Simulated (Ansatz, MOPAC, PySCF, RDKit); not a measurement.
Noncovalent pair: C2H6 (SMILES CC) (first 8 atoms) with CH6Si (SMILES C[SiH3]); geometry from B3LYP-D3(BJ)/def2-TZVP, rigid monomers moved along the line of their centres of mass till H5···Si10 is 3.03 Å.
(charge 0, multiplicity 1):
```xyz
16

C      0.87884     0.08671     0.45526
C     -0.51024     0.68180     0.24485
H      1.55682     0.36664    -0.35336
H      0.84172    -1.00329     0.49444
H      1.32617     0.43233     1.38938
H     -0.47748     1.77314     0.22720
H     -1.19534     0.38359     1.04034
H     -0.94295     0.35027    -0.70096
C     -0.45212     0.92624     3.83054
Si    -0.08825    -0.91004     3.70626
H      0.06348     1.36468     4.68691
H     -1.52224     1.10160     3.95525
H     -0.12669     1.45306     2.93271
H      1.36429    -1.14679     3.52558
H     -0.80585    -1.51260     2.55738
H     -0.52322    -1.60694     4.94180
```

Monomers are frozen at their geometry in the pair; levels with a basis set take the counterpoise correction. Rows marked so take none. RDKit's UFF carries no charges.

Rows in 6-311+G**, STO-3G carry no dispersion term and start afresh at each structure. The state reached by AM1, PM6, PM7 isn't checked; PM7 holds dispersion and hydrogen-bond terms.

Run with Ansatz (a quantum-chemistry and plane-wave program); MOPAC for AM1, PM6, PM7 (differences of heats of formation); PySCF for 6-311+G** rows, STO-3G rows, the dispersion terms; RDKit for the force fields. 

| level | interaction energy (kJ/mol) |
|---|---|
| MMFF94 | 13.5 |
| UFF | -3.1 |
| AM1 | 8.7 |
| PM6 | 3.7 |
| PM7 | 14.7 |
| HF/STO-3G (no counterpoise) | 12.5 |
| B3LYP/6-311+G** (no counterpoise) | ___ |
| B3LYP-D4/def2-TZVPPD | -3.3 |
| PBE0-D4/def2-TZVPPD | ___ |

Q: What belongs in the gaps?

A: 
- B3LYP/6-311+G** (no counterpoise), interaction energy (kJ/mol): 10.6
- PBE0-D4/def2-TZVPPD, interaction energy (kJ/mol): -4.1
